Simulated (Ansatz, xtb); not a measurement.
# CH6BGeNSi: 4 structures ranked

4 gas-phase structures of CH6BGeNSi, from a drawn sample of its isomers (lower ones may exist). Each was relaxed with GFN2-xTB; where two conformers were screened, the lower at r2SCAN-D4/def2-SVP is listed:

A. `B[Si@@H]([GeH3])C#N`, a singlet
B. `[BH2][Ge@@H]([SiH3])[C]#N`, a singlet
C. `B[SiH2][GeH2][C]#N`, a singlet
D. `[BH2][GeH2][SiH2]C#N`, a singlet

Estimate their order in r2SCAN-D4/def2-SVP energy at these geometries, lowest first.

Calculated order at r2SCAN-D4/def2-SVP: D (0.000), A (0.056), B (0.173), C (0.194) eV. Less than 1 kcal/mol parts B and C, so the order within that pair means little.

Energies above the lowest of each column, in eV; the last columns are at B3LYP/def2-SVP geometries:

```csv
structure,GFN2-xTB,HF/STO-3G,r2SCAN-D4/def2-SVP,B3LYP/def2-SVP,CCSD(T)/def2-SVP + ΔMP2/def2-TZVPP
D,0.145,0.000,0.000,0.000,0.000
A,0.338,0.098,0.056,0.023,0.067
B,0.000,0.092,0.173,0.099,0.055
C,0.165,0.210,0.194,0.178,0.184
```

CCSD(T)/def2-SVP + ΔMP2/def2-TZVPP puts D lowest; GFN2-xTB picks B. CCSD(T)/def2-SVP + ΔMP2/def2-TZVPP orders those it was run on as D (0.000), B (0.055), A (0.067), C (0.184) eV. Less than 1 kcal/mol parts B and A, so the order within that pair means little. Flexible structures stand in one conformer each, not always the lowest. ΔMP2 is the change of the MP2 energy from the smaller to the larger basis.

Over these structures GFN2-xTB departs from r2SCAN-D4/def2-SVP by 0.157 eV on average once a common shift is removed. A GFN2-xTB relaxation took about 0.21 s and the r2SCAN-D4/def2-SVP energy about 2.9 s on a shared host (Ansatz 0.2.0, xtb 6.7.1).
